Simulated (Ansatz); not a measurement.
Computed with Ansatz on PBE0-D4/def2-TZVP structures; ΔE is electronic, products minus reactants. CCSD(T)/CBS is the MP2 limit (def2-TZVPP, def2-QZVPP) plus CCSD(T) − MP2 in def2-TZVPP, frozen cores. This one scheme is used for every species. Functionals use def2-TZVPP. For Zn outer-core shells are correlated without core-valence functions, which leaves a few kJ/mol of doubt a bond. Scalar relativity is left out up to krypton. Each species was taken in one conformer, which may not be the lowest.

`O[SiH2][CH2][ZnH]` + H–F → `[F][ZnH]` + `C[SiH2]O`  (ligand exchange at a Zn–C bond)

`O[SiH2][CH2][ZnH]`:

Cartesian coordinates in Å:
```
O 0.285 -0.463 1.449
Si -0.883 -0.565 0.252
C -0.130 0.398 -1.116
Zn 1.587 0.972 -0.336
H 0.143 -0.892 2.294
H -1.120 -2.004 -0.063
H -2.157 0.004 0.777
H 0.047 -0.203 -2.011
H -0.725 1.269 -1.400
H 2.955 1.485 0.155
```

H–F:

Z-matrix (Å, degrees):
```
F
H 1 0.920
```

`[F][ZnH]`:

Cartesian coordinates in Å:
```
F 1.099 1.128 0.551
Zn -0.053 -0.055 -0.027
H -1.046 -1.073 -0.525
```

`C[SiH2]O`:

Cartesian coordinates in Å:
```
C 0.471 0.900 0.586
Si -0.626 -0.388 -0.193
O 0.100 -1.156 -1.463
H -0.063 1.415 1.391
H 0.780 1.647 -0.149
H 1.370 0.453 1.018
H -1.841 0.240 -0.769
H -1.028 -1.375 0.851
H 0.837 -1.735 -1.271
```

CCSD(T)/CBS gives -0.81 eV.

(1) Another level gave -0.86 eV. Which?
A. PBE0/def2-TZVPP
B. CCSD(T)/def2-TZVPP
C. PBE/def2-TZVPP
D. HF/def2-TZVPP

Largest T1 diagnostic among the species: 0.018.

Answers

(1) C. PBE -0.86, CCSD(T)/def2-TZVPP -0.77, HF/def2-TZVPP -1.10, PBE0 -0.82 eV.

In def2-TZVPP, CCSD(T) changes the Hartree–Fock value by +0.33 eV (the triples alone add +0.05 eV) and MP2 by +0.37 eV. From PBE to PBE0 (25 % exact exchange), in def2-TZVPP and without D4, ΔE moves by +0.04 eV.
